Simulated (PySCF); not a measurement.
Molecule: 4-Methylpyridine, C6H7N.

Numbering as in the mapped SMILES `[CH3:1][c:2]1[cH:3][cH:4][n:5][cH:6][cH:7]1` (H(Xn): hydrogen on atom n).

Geometry PBE0-D3(BJ)/def2-SVP throughout; GIAO in PySCF, gas phase, one conformer, non-relativistic; equivalent atoms averaged; basis pcSseg-1.

For orientation, mPW1PW91 gives these absolute shieldings σ: C4/C6 27.8, C2 32.4, C3/C7 54.5, C1 160.6, N5 -90.2, H(C4)/H(C6) 22.68, H(C3)/H(C7) 24.31, H(C1) 28.94 ppm.

A run gave: C4/C6 21.6, C2 25.9, C3/C7 47.5, C1 151.4, N5 -94.9, H(C4)/H(C6) 22.89, H(C3)/H(C7) 24.59, H(C1) 29.03 ppm (absolute shieldings σ).

Task: Which functional was used in that run?
A. B3LYP
B. KT3
C. BLYP
D. CAM-B3LYP
E. WP04

Result: C. C1 tells them apart best: BLYP gives 151.4, WP04 gives 148.8, KT3 gives 159.1, B3LYP gives 156.1, CAM-B3LYP gives 160.2 ppm.
